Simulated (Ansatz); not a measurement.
CH8AlBSi2, relaxed with RKS PBE0-D4/def2-TZVP in Ansatz from a PBE-D4/def2-SVP geometry. The force threshold is 0.005 eV/Å; the program also tests the step.

The species carries charge 0 and has multiplicity 1. The bonds changed during the relaxation, so this is another structure than the one it started from.

Start:

```xyz
13

B     1.855   -0.843   -0.003
Si    0.632   -0.259    1.310
C    -1.235   -0.282    1.014
Si   -1.458    0.644   -0.674
Al    0.882    0.453   -1.409
H     3.063   -0.881    0.074
H     1.330   -1.409   -1.015
H     1.047    0.588    2.485
H    -1.565   -1.336    0.891
H    -1.822    0.178    1.834
H    -2.653    0.131   -1.446
H    -1.744    2.092   -0.338
H     1.669    0.923   -2.722
```

Problem. How much energy does the relaxation release, and in how many steps? (Estimate.)

Solution. Ansatz gave: 0.05 eV, in 9 steps.

Problem. Which bonds change most? (Best estimate.)

Solution. The calculation gave: Si2–Al5 from 2.823 to 2.778 Å; C3–Si4 from 1.938 to 1.914 Å; Si2–C3 from 1.890 to 1.867 Å; B1–H6 from 1.212 to 1.191 Å.

Problem. Give the relaxed structure. (An estimate is asked.)

Solution. Ansatz gave: 
```xyz
13

B     1.832   -0.855   -0.008
Si    0.622   -0.250    1.279
C    -1.226   -0.259    1.014
Si   -1.450    0.622   -0.669
Al    0.883    0.466   -1.393
H     3.018   -0.909    0.078
H     1.323   -1.368   -1.034
H     1.059    0.533    2.465
H    -1.568   -1.294    0.928
H    -1.785    0.227    1.815
H    -2.608    0.074   -1.433
H    -1.771    2.051   -0.367
H     1.673    0.963   -2.674
```
